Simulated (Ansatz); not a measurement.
CCl4, charge +1, doublet, geometry from GFN2-xTB (a state made from the parent by changing its charge; the spin is typed, not shown lowest); MP2/STO-3G (Ansatz, a first-principles code).

Input for Ansatz:
Ansatz 0.2 input:
```yaml
crystal:
  periodic: [false, false, false]
  atoms:
    - {symbol: Cl, position_ang: [1.36638904, -1.14730596, -0.08255112]}
    - {symbol: C, position_ang: [-0.00000000, 0.00000000, -0.00000000]}
    - {symbol: Cl, position_ang: [0.62363357, 1.67300521, -0.04774290]}
    - {symbol: Cl, position_ang: [-1.08853507, -0.26951840, -1.39017836]}
    - {symbol: Cl, position_ang: [-0.90148753, -0.25618086, 1.52047238]}
basis:
  gaussian:
    orbitals: STO-3G
total_charge: 1
magnetization: {spin_polarized: true, initial_magnetization: 1}
correlation: {method: mp2}
```

The log (banner, timings and long lists left out):

```
Functional definition: HF
464 factors; integrals over basis functions are off by at most 1.7e-5 eV
mean field evaluation 1: about -50476.4351 eV, gradient 3.1e1 eV
mean field evaluation 2: about -50476.5766 eV, gradient 3.1e1 eV
mean field evaluation 4: about -50483.8249 eV, gradient 1.4e0 eV
mean field evaluation 8: about -50484.2082 eV, gradient 5.1e-1 eV
mean field evaluation 16: about -50484.2460 eV, gradient 2.8e-1 eV
mean field evaluation 32: about -50484.5014 eV, gradient 1.6e-8 eV
mean field evaluation 64: about -50482.1633 eV, gradient 1.0e1 eV
mean field evaluation 96: about -50484.5011 eV, gradient 3.1e-6 eV
mean field evaluation 128: about -50484.0769 eV, gradient 1.0e0 eV
mean field evaluation 160: about -50484.4700 eV, gradient 4.9e-1 eV
mean field evaluation 192: about -50484.5013 eV, gradient 1.4e-2 eV
mean field evaluation 224: about -50484.4992 eV, gradient 4.0e-1 eV
mean field evaluation 256: about -50483.7811 eV, gradient 2.6e-1 eV
mean field evaluation 288: about -50484.2419 eV, gradient 1.7e-3 eV
mean field -50484.50144415 eV, -1855.2712084484 hartree, gradient 5.8e-11 eV, S^2 0.755221; 22 other end points of the search recorded, 0 dependent functions left out
21 core orbitals not correlated
reference -50484.50144415 eV, -1855.2712084484 hartree; 16, 15 occupied and 4, 5 virtual orbitals, 464 factors
second order -2.92658703 eV of doubles, -0.00000000 eV of singles
Total energy: -50487.42803118 eV, -1855.3787585382 hartree
```
